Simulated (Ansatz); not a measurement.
Consider the formal exchange of groups at a P–B bond: `CB(N)P` + `C[SiH2]O` → `C[SiH](O)P` + `CBN`.

Program: Ansatz. Geometries: PBE0-D4/def2-TZVP. ΔE: electronic, gas phase. CCSD(T)/CBS adds triple-zeta CCSD(T) − MP2 to the extrapolated MP2 energy (def2 sets, frozen cores). This one scheme is used for every species. DFT in def2-TZVPP. Each species was taken in one conformer, which may not be the lowest.

`CB(N)P`:

```xyz
11

C    -1.350   -0.020   -0.512
B     0.153    0.119   -0.071
N     1.187   -0.109   -0.977
P     0.571    0.745    1.713
H    -1.932    0.867   -0.244
H    -1.471   -0.189   -1.586
H    -1.822   -0.858    0.011
H     2.164   -0.050   -0.746
H     1.016   -0.351   -1.940
H     1.757   -0.003    1.936
H    -0.273   -0.151    2.416
```

`C[SiH2]O`:

Cartesian coordinates in Å:
```
C 0.599 -0.942 -0.361
Si -0.003 0.748 0.143
O -1.650 0.861 0.145
H 1.692 -0.960 -0.394
H 0.224 -1.210 -1.352
H 0.275 -1.709 0.346
H 0.450 1.774 -0.828
H 0.543 1.072 1.493
H -2.130 0.366 0.809
```

`C[SiH](O)P`:

Z-matrix (Å, degrees):
```
C
Si 1 1.865
H 1 1.093 2 110.5
H 1 1.093 2 111.5 3 120.0
H 1 1.093 2 110.3 3 -119.7
O 2 1.652 1 112.1 3 174.5
P 2 2.258 1 107.8 3 -59.1
H 2 1.484 1 110.6 3 58.3
H 6 0.958 2 117.5 1 73.9
H 7 1.420 2 94.1 1 -164.6
H 7 1.423 2 93.6 1 -70.5
```

`CBN`:

Cartesian coordinates in Å:
```
C 0.308 -1.134 -0.067
B -0.401 0.235 -0.358
N -0.113 1.384 0.372
H 0.825 -1.492 -0.963
H -0.434 -1.904 0.171
H 1.033 -1.099 0.751
H -1.223 0.334 -1.230
H -0.555 2.270 0.201
H 0.559 1.406 1.121
```

```
             level  ΔE (kJ/mol)
           ωB97M-V        -14.4
               PBE        -16.0
    MP2/def2-QZVPP        -11.6
SCS-MP2/def2-QZVPP        -10.6
```

**Question.** What does CCSD(T)/CBS give? (Estimate.)

**Answer.** Computed: -12.4 kJ/mol. The listed levels differ from it by -2.0, -3.6, 0.8, 1.8 kJ/mol.

Largest T1 diagnostic among the species: 0.013.
